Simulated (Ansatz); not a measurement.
Consider the formal exchange of groups at the Al–O bond: `[AlH2][O]B1CC1` + `CCl` → `[AlH2][CH2]Cl` + `OB1CC1`.

Program: Ansatz. Geometries: PBE0-D4/def2-TZVP. ΔE: electronic, gas phase. CCSD(T)/CBS adds triple-zeta CCSD(T) − MP2 to the extrapolated MP2 energy (def2 sets, frozen cores). This one scheme is used for every species. DFT in def2-TZVPP. B3LYP here is the variant with VWN-RPA as its local correlation; programs differ in this. Each species was taken in one conformer, which may not be the lowest.

| level | ΔE (kcal/mol) | difference from CCSD(T)/CBS |
| --- | --- | --- |
| PBE0-D4 | 35.3 | -1.9 |
| B3LYP-D4 | 38.0 | 0.8 |
| ωB97X-V | 36.7 | -0.5 |
| PBE | 34.5 | -2.7 |
| r2SCAN | 37.4 | 0.2 |
| PBE0 | 35.4 | -1.8 |
| B3LYP | 38.3 | 1.1 |
| HF/def2-TZVPP | 41.5 | 4.3 |
| MP2/def2-TZVPP | 38.0 | 0.8 |
| CCSD/def2-TZVPP | 37.9 | 0.7 |
| HF/def2-QZVPP | 41.9 | 4.7 |
| MP2/def2-QZVPP | 38.0 | 0.8 |
| SCS-MP2/def2-QZVPP | 38.7 | 1.5 |
| HF/CBS(def2) | 41.9 | 4.7 |
| MP2/CBS(def2) | 37.9 | 0.7 |
| CCSD/CBS(def2) | 37.8 | 0.6 |
| CCSD(T)/CBS | 37.2 | 0 |

Largest T1 diagnostic among the species: 0.013.

From PBE to PBE0 (25 % exact exchange), in def2-TZVPP and without D4, ΔE moves by +0.9 kcal/mol. In def2-TZVPP, CCSD(T) changes the Hartree–Fock value by −4.3 kcal/mol (the triples alone add −0.6 kcal/mol) and MP2 by −3.6 kcal/mol.
